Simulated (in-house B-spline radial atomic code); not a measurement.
PBE hybrid excitations of Pr5+

Method: PBE hybrid with 1 exact exchange. Computed with an all-electron radial atomic-structure program (B-spline basis): linear response of the closed shell [Kr] 4d10 5s2 5p6 with the functional's adiabatic kernel; scalar-relativistic (spin-free one-electron X2C), finite nucleus, no spin-orbit coupling, no double excitations, S, P, D and F terms only; shells from n = 3 respond. Only terms of natural parity with L up to 3 were computed.

Spin-orbit coupling is strong here, so these LS terms don't match observed levels.

Command:
```bash
python run_td.py task.json out
```
Settings (radii: box in bohr, nucleus in fm):
```
Z                        59
electrons                54
configuration            [Kr] 4d10 5s2 5p6
hamiltonian              x2c
method                   pbeh
box_radius               16.35
exact_exchange_fraction  1
rms_radius               4.8919
intervals                70
```

Cost of the run: 5 s on 1 thread of Arm Neoverse N1, on a shared host.

The lowest states, in the order of their Tamm-Dancoff energies; the method's threshold (minus the highest occupied level) is 84.77 eV. Labels give the largest channel, * marks a mixed state, and oscillator strengths are full-response dipole values. Semilocal kernels can invert the small singlet-triplet splittings of Rydberg terms. Energies in eV:

```json
{"state": "5p → 4f 3D", "full response": "10.101", "Tamm-Dancoff": "10.173", "oscillator strength": "-"}
{"state": "5p → 4f 1D", "full response": "12.401", "Tamm-Dancoff": "12.617", "oscillator strength": "-"}
{"state": "5p → 5d 3P", "full response": "?", "Tamm-Dancoff": "?", "oscillator strength": "-"}
{"state": "5p → 5d 3F", "full response": "26.658", "Tamm-Dancoff": "27.005", "oscillator strength": "-"}
{"state": "5p → 5d 1F", "full response": "?", "Tamm-Dancoff": "?", "oscillator strength": "-"}
{"state": "5s → 4f 3F", "full response": "35.38", "Tamm-Dancoff": "35.43", "oscillator strength": "-"}
{"state": "5p → 5d 1P", "full response": "34.84", "Tamm-Dancoff": "36.08", "oscillator strength": "5.88"}
{"state": "5s → 4f 1F", "full response": "36.38", "Tamm-Dancoff": "36.42", "oscillator strength": "-"}
{"state": "5p → 6s 3P", "full response": "39.40", "Tamm-Dancoff": "39.42", "oscillator strength": "-"}
{"state": "5p → 6s 1P", "full response": "39.99", "Tamm-Dancoff": "40.01", "oscillator strength": "0.892"}
{"state": "5p → 6p 3S", "full response": "44.68", "Tamm-Dancoff": "44.72", "oscillator strength": "-"}
{"state": "5p → 6p 3D", "full response": "46.10", "Tamm-Dancoff": "46.12", "oscillator strength": "-"}
{"state": "5p → 6p 1D", "full response": "46.43", "Tamm-Dancoff": "46.44", "oscillator strength": "-"}
{"state": "5p → 6p 1S", "full response": "47.84", "Tamm-Dancoff": "48.00", "oscillator strength": "-"}
```

Where does 5p → 5d 3P lie?

At 26.403 eV in full response, 26.490 eV in Tamm-Dancoff.

Where does 5p → 5d 1F lie?

At 29.236 eV in full response, 29.321 eV in Tamm-Dancoff.

How large is the singlet-triplet splitting of 5p → 4f (D terms) in Tamm-Dancoff?

2.44 eV, from the unrounded values.

What polarisabilities and dispersion coefficient does the method give?

Dipole 4.523 bohr³, quadrupole 13.02 bohr⁵, C6 22.86 hartree·bohr⁶ for two such species.
